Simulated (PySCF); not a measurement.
An unknown shows these calculated signals:

$^{1}$H NMR (500 MHz, computed): δ 6.74 (m, 1H), 5.31 (m, 2H), 4.97 (m, 2H), 3.21 (s, 2H).

$^{13}$C{$^{1}$H} NMR (computed): δ 172.3 (C), 148.4 (C), 147.3 (CH), 68.8 (CH2), 39.4 (CH2).

PySCF 2.14.0 with density-fitted response routines calculation with GFN2-xTB geometry and PBE0/pcSseg-1 with gauge-including orbitals; one averaged value for each set of equivalent atoms, one computed conformer, in vacuum, non-relativistic.

References, each an isolated molecule treated in the same way: $^{1}$H (σref 31.72) and $^{13}$C (σref 186.93) against TMS.

Problem. Which of these does the molecule contain: a methoxy group, an aldehyde, an ester, an OH group, a non-aromatic C=C double bond, a Si–H bond?

Solution. 
- A methoxy group: no.
- An aldehyde: no.
- An ester: yes (δC 172.3).
- An OH group: no.
- A non-aromatic C=C double bond: yes.
- A Si–H bond: yes (δH 5.31 (m)).

The data belong to SMILES O=C1CC([SiH2]F)=CCO1, C$_{5}$H$_{7}$FO$_{2}$Si; they needn't prove each group on their own.

Carbon signals by region: 1 in the far downfield region (above 160 ppm), 2 in the sp2 and nitrile region (100–160 ppm), 1 at 50–100 ppm, 1 below 50 ppm. Above 160 ppm: 172.3, ester carbonyl carbon.

Splittings by $^{19}$F in the carbon and heteronuclear signals aren't shown, as no couplings were computed. Shifts are as computed. Against solution values, carbons near 30 ppm lie about +3 ppm off and those near 130 ppm about +5 ppm. Of 1211 compounds with measured shifts, 218 miss one by over three times the rms of a fit or turn the order of signals round; such compounds aren't used in these exercises. No couplings were computed; multiplicities are counted from neighbouring protons, with m where these are inequivalent, close in shift, in a saturated or five-membered ring or joined by F or P, and br s for small geminal =CH2 splittings.
